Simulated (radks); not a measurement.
Task: All-electron atom: Ir68+ in [He] 2s2 2p5. Method: scalar-relativistic Kohn-Sham, r2SCAN, spin-polarised, spherical densities, finite nucleus; open shells are filled with parallel spins first (spin-orbit coupling, left out, can overturn this in heavy ions); meta-GGA in the generalised Kohn-Sham scheme; Fermi nuclear charge, rms radius 5.4032 fm; computed with a radial shooting solver on a logarithmic mesh with Libxc functionals. Some entries of the table are withheld. Estimate them.

orbital,occ.,eigenvalue (eV),<r> (bohr),r(max) (bohr)
1s up,1,(1),0.01742,0.01082
1s down,1,(2),0.01741,0.01081
2s up,1,-19456.68,0.07212,0.06159
2s down,1,-19425.85,0.07216,0.06161
2p up,3,-17773.62,0.06453,(3)
2p down,2,-17734.81,0.06460,(4)

Result: 
(1) 1s up eigenvalue (eV): -82810.62
(2) 1s down eigenvalue (eV): -82787.26
(3) 2p up r(max) (bohr): 0.05058
(4) 2p down r(max) (bohr): 0.05062
